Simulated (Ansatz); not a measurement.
Species: 3-methylpyridine, C₆H₇N (charge 0, singlet). SMILES: Cc1cccnc1
Geometry: optimised at B3LYP-D3(BJ)/def2-TZVP (Ansatz, an electronic-structure program).

Parts of the frozen-core correlation energy in 6-31G* (Ansatz, hartree). Frozen orbitals: 7; correlated occupied orbitals by spin: 18 and 18; virtual: 94 and 94. Spin-orbit coupling is left out. Non-relativistic. The restricted reference is unstable.

| term | value |
|---|---|
| reference (HF) | -285.73241 |
| MP2 opposite-spin | -0.67617 |
| MP2 same-spin | -0.24488 |
| CCSD correlation | -0.96168 |
| (T) | -0.04170 |
| T1 diagnostic | 0.011 |
| largest doubles amplitude | 0.089 |
